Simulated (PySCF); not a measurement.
Computed shifts of a molecule C3H6N2Si, PBE/pcSseg-1 (PySCF), GIAO, gas phase, atoms alike by connectivity averaged where their shifts nearly agree, in ppm (number of nuclei): ¹⁵N: 391.4 (1), 311.3 (1). ¹³C: 177.2 (1), 117.1 (1), 36.0 (1). ²⁹Si: -41.9 (1). ¹H: 8.83 (1), 5.20 (3), 3.46 (1), 3.32 (1). References: ¹⁵N against NH3 (σ = 267.0 ppm); ¹³C against TMS (σ = 182.0 ppm); ²⁹Si against TMS (σ = 335.4 ppm); ¹H against TMS (σ = 31.49 ppm), references at their B3LYP-D3(BJ)/def2-TZVP geometries, non-relativistic. Geometry: ωB97X-D3(BJ)/def2-SVP. The values are those of a single conformer.

Problem. Which molecule gave these data?
(A) C#C/C=N\[SiH2]N
(B) N#CC/C=N/[SiH3]
(C) N[Si@H]1C=CC=N1
(D) N#C/C=C\[SiH2]N

Solution. B, N#CC/C=N/[SiH3]
